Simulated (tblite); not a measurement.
Species: C6H14ClFSi.
SMILES with atom numbers: `[CH3:1][CH2:2][Si@@H:3]([F:4])[CH2:5][C@H:6]([CH3:7])[CH2:8][Cl:9]` (hydrogens: H10, H11, H12 on C1; H13, H14 on C2; H15 on Si3; H16, H17 on C5; H18 on C6; H19, H20, H21 on C7; H22, H23 on C8)

Computed with GFN2-xTB (tblite), gas phase: L-BFGS steps from a force-field or distance-geometry start until the largest atomic force falls under 0.01 eV/Å.

At the end of the run (lengths in Å): C2–Si3 1.896, C2–H13 1.091, Si3–C5 1.901, C6–C8 1.525, C5–C6 1.533, Si3–F4 1.624, C8–H23 1.088, F4–Si3–C5 110.3°, C5–C6–C8 111.7°, Si3–C5–C6 115.6°, C1–C2–Si3 113.8°, C1–C2–Si3–F4 176°, C2–Si3–C5–C6 -173°, Si3–C5–C6–C7 -165°, H15–Si3–C5–C6 58°, H15–Si3–C2–C1 65°.

Question: These geometries were met on the way; a selection of coordinates is given. Order them by energy above the end point, lowest first.
A. C2–Si3 1.901, C2–H13 1.091, Si3–C5 1.895, C6–C8 1.520, C5–C6 1.530, Si3–F4 1.624, C8–H23 1.086, F4–Si3–C5 108.6°, C5–C6–C8 114.2°, Si3–C5–C6 116.8°, C1–C2–Si3 114.8°, C1–C2–Si3–F4 178°, C2–Si3–C5–C6 -172°, Si3–C5–C6–C7 -164°, H15–Si3–C5–C6 62°, H15–Si3–C2–C1 62°
B. C2–Si3 1.893, C2–H13 1.087, Si3–C5 1.887, C6–C8 1.537, C5–C6 1.538, Si3–F4 1.621, C8–H23 1.090, F4–Si3–C5 107.3°, C5–C6–C8 114.4°, Si3–C5–C6 117.2°, C1–C2–Si3 114.7°, C1–C2–Si3–F4 179°, C2–Si3–C5–C6 -172°, Si3–C5–C6–C7 -164°, H15–Si3–C5–C6 63°, H15–Si3–C2–C1 61°
C. C2–Si3 1.900, C2–H13 1.092, Si3–C5 1.901, C6–C8 1.523, C5–C6 1.532, Si3–F4 1.624, C8–H23 1.087, F4–Si3–C5 109.8°, C5–C6–C8 113.1°, Si3–C5–C6 116.6°, C1–C2–Si3 113.9°, C1–C2–Si3–F4 176°, C2–Si3–C5–C6 -173°, Si3–C5–C6–C7 -164°, H15–Si3–C5–C6 58°, H15–Si3–C2–C1 65°
D. C2–Si3 1.896, C2–H13 1.092, Si3–C5 1.903, C6–C8 1.525, C5–C6 1.535, Si3–F4 1.623, C8–H23 1.089, F4–Si3–C5 109.3°, C5–C6–C8 113.5°, Si3–C5–C6 116.6°, C1–C2–Si3 114.4°, C1–C2–Si3–F4 177°, C2–Si3–C5–C6 -173°, Si3–C5–C6–C7 -164°, H15–Si3–C5–C6 60°, H15–Si3–C2–C1 63°
E. C2–Si3 1.860, C2–H13 1.112, Si3–C5 1.882, C6–C8 1.544, C5–C6 1.549, Si3–F4 1.610, C8–H23 1.101, F4–Si3–C5 107.1°, C5–C6–C8 114.0°, Si3–C5–C6 117.9°, C1–C2–Si3 115.9°, C1–C2–Si3–F4 179°, C2–Si3–C5–C6 -172°, Si3–C5–C6–C7 -164°, H15–Si3–C5–C6 64°, H15–Si3–C2–C1 59°

Answer: C (0.008 eV), D (0.015 eV), A (0.032 eV), B (0.067 eV), E (0.121 eV).

```
step  E above end (eV)  rms distance from the end, all atoms (Å)  largest force (eV/Å)  rms shift of all bonds from the end (Å)
  12             0.008                                     0.035                 0.104                                    0.001
   8             0.015                                     0.042                 0.133                                    0.002
   5             0.032                                     0.052                 0.246                                    0.003
   2             0.067                                     0.065                 0.236                                    0.005
   0             0.121                                     0.069                 1.075                                    0.013
```

Rows stand in the order of the answer.
